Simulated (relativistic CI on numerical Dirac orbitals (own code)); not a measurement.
# The 4f ions of charge 1+

Calculated at this level of theory: Dirac-Coulomb-Breit CI, orbitals from a KLI potential per configuration, QED by a radiative potential, valence Slater integrals scaled by 0.75 (own radial code, finite nucleus).

Each species is treated in one configuration, given outside its closed core, with all valence electrons in the open shell. Radial values are for the open shell of highest l, unscaled and averaged over j; ζ includes the Breit term. Labels give the leading LS character, summed over repeated terms.

| Ion | Configuration | Its lowest level | LS weight (%) | F² (cm⁻¹) | F⁴ (cm⁻¹) | Next level | E (cm⁻¹) | ⟨r⟩ (bohr) | ⟨r²⟩ (bohr²) |
| --- | --- | --- | --- | --- | --- | --- | --- | --- | --- |
| La+ | 4f² | ³H4 | 97 | 41390 | 24760 | ³H5 | 713.17 | 2.291 | 9.233 |
| Ce+ | 4f³ | ? | ? | ? | ? | ? | ? | ? | ? |
| Pr+ | 4f⁴ | ⁵I4 | 98 | 65960 | 40220 | ⁵I5 | 792.06 | 1.432 | 3.195 |
| Nd+ | 4f⁵ | ⁶H°5/2 | 96 | 73030 | 44710 | ⁶H°7/2 | 597.7 | 1.297 | 2.562 |
| Pm+ | 4f⁶ | ⁷F0 | 93 | 78970 | 48480 | ⁷F1 | 232.95 | 1.204 | 2.174 |
| Sm+ | 4f⁷ | ⁸S°7/2 | 97 | 84210 | 51810 | ⁶P°7/2 | 20583 | 1.132 | 1.905 |
| Eu+ | 4f⁸ | ⁷F6 | 95 | 88970 | 54830 | ⁷F5 | 1284.8 | 1.075 | 1.705 |
| Gd+ | 4f⁹ | ⁶H°15/2 | 93 | 93380 | 57620 | ⁶H°13/2 | 2275.7 | 1.026 | 1.549 |
| Tb+ | 4f¹⁰ | ⁵I8 | 93 | 97510 | 60240 | ⁵I7 | 3408 | 0.985 | 1.422 |
| Dy+ | 4f¹¹ | ⁴I°15/2 | 97 | 101400 | 62720 | ⁴I°13/2 | 4452.7 | 0.9488 | 1.317 |
| Ho+ | 4f¹² | ³H6 | 99 | 105200 | 65090 | ³F4 | 4018.4 | 0.9166 | 1.229 |
| Er+ | 4f¹³ | ²F°7/2 | 100 |  |  | ²F°5/2 | 7378.6 | 0.8877 | 1.153 |

Problem. Fill in the row of Ce+.

Solution. Its lowest level ⁴I°9/2; LS weight (%) 97; F² (cm⁻¹) 56730; F⁴ (cm⁻¹) 34370; Next level ⁴I°11/2; E (cm⁻¹) 879.11; ⟨r⟩ (bohr) 1.662; ⟨r²⟩ (bohr²) 4.493.

NIST ASD lists another ground level for La+ (3F2), Pr+ ((9/2,1/2)°4), Nd+ (6I7/2), Pm+ (7H°2), Sm+ (8F1/2), Eu+ (9S°4), Gd+ (10D°5/2), Tb+ ((15/2,1/2)°8), Dy+ ((8,1/2)17/2), Ho+ ((15/2,1/2)°8), Er+ ((6,1/2)13/2).

With one configuration, terms of near-neutral atoms and ions can be 10 to 25 % off, and close levels can change places.
